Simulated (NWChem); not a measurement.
# CuI; SMILES [Cu][I]

```xyz
2

Cu     0.0000     0.0000    -1.5371
I      0.0000     0.0000     0.8411
```
Atoms are numbered in this order, from 1.

Program: NWChem. Geometry: optimised at PBE0/def2-SVP. def2 effective core potentials on I; no spin-orbit coupling. Total energies of different functionals are on different scales.

```
level                                 energy (Ha)  highest occupied level (eV)  orbital gap (eV)  dipole (D)
------------------------------------  -----------  ---------------------------  ----------------  ----------
PBE/def2-SVP                           -1937.7522                        -5.17              1.78  (withheld)
TPSS/def2-SVP                          -1937.9342                        -5.17              1.99        4.65
B97-2/def2-SVP                         -1938.7224                        -6.21              3.71        5.15
LDA (Slater exchange, PW92)/def2-SVP   -1934.8245                        -5.39              1.81        4.17
OLYP/def2-SVP                          -1938.7642                        -4.99              1.74        4.48
BLYP/def2-SVP                          -1938.0484                        -5.05              1.65        3.99
```

Question: Some entries are withheld; supply them.

Answer: 
- PBE/def2-SVP, dipole (D): 4.29
